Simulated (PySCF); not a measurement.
Molecule: SMILES COc1ccsc1, C$_{5}$H$_{6}$OS.

Geometry:
```json
{"atom": "C1", "x (Å)": "1.989", "y (Å)": "-0.263", "z (Å)": "-0.266"}
{"atom": "O2", "x (Å)": "0.860", "y (Å)": "0.558", "z (Å)": "-0.360"}
{"atom": "C3", "x (Å)": "-0.337", "y (Å)": "-0.042", "z (Å)": "-0.249"}
{"atom": "C4", "x (Å)": "-1.529", "y (Å)": "0.744", "z (Å)": "-0.309"}
{"atom": "C5", "x (Å)": "-2.654", "y (Å)": "-0.019", "z (Å)": "-0.178"}
{"atom": "S6", "x (Å)": "-2.286", "y (Å)": "-1.684", "z (Å)": "0.021"}
{"atom": "C7", "x (Å)": "-0.592", "y (Å)": "-1.384", "z (Å)": "-0.073"}
{"atom": "H8", "x (Å)": "2.010", "y (Å)": "-1.018", "z (Å)": "-1.073"}
{"atom": "H9", "x (Å)": "2.030", "y (Å)": "-0.786", "z (Å)": "0.706"}
{"atom": "H10", "x (Å)": "2.869", "y (Å)": "0.385", "z (Å)": "-0.361"}
{"atom": "H11", "x (Å)": "-1.518", "y (Å)": "1.825", "z (Å)": "-0.444"}
{"atom": "H12", "x (Å)": "-3.691", "y (Å)": "0.314", "z (Å)": "-0.186"}
{"atom": "H13", "x (Å)": "0.114", "y (Å)": "-2.207", "z (Å)": "0.007"}
```

Geometry PBE0-D3(BJ)/def2-SVP throughout; GIAO in PySCF 2.14, gas phase, one conformer, non-relativistic; equivalent atoms averaged; basis pcSseg-1.

**Question.** How do the shifts δ (against TMS, H2O, CS2 at the same level) depend on the functional? (a selection of nuclei; ppm; last column core-seconds on shared hosts with different chips, so compare them loosely; the GGAs took longer than the global hybrids here, which isn't the general rule, and the cause wasn't traced)

**Answer.** 
```tsv
functional	kind	C3	C4	C7	C1	O2	S6	H11	H13	H8/H9/H10	core-s
LDA	LDA	168.6	127.0	100.2	58.4	118.6	210.0	6.75	5.64	3.80	17
OPBE	GGA	153.9	116.5	91.8	55.4	109.0	173.3	6.74	5.68	3.68	25
KT3	GGA	152.3	112.5	88.6	55.6	107.6	175.0	6.59	5.54	3.67	21
B97-D	GGA	158.2	118.0	93.5	57.0	108.9	192.9	6.62	5.56	3.73	24
PBE0	global hybrid	164.2	124.6	99.8	56.1	99.5	175.8	6.81	5.76	3.67	18
B97-2	global hybrid	160.9	121.7	97.5	55.9	98.2	174.8	6.76	5.72	3.66	15
CAM-B3LYP	range-separated hybrid	168.8	127.9	103.7	56.6	97.2	183.9	6.76	5.75	3.69	19
wB97X-D	range-separated hybrid	165.7	126.0	101.7	56.5	92.0	175.4	6.81	5.79	3.66	20
```

**Question.** Which nucleus among those listed moves most, in ppm?

**Answer.** S6 (aromatic ring sulfur): from 173.3 ppm with OPBE to 210.0 ppm with LDA. The smallest spread is 0.14 ppm, at H8/H9/H10. Proton shifts span only some 12 ppm, so a few tenths of a ppm matter as much there as several ppm in carbon.
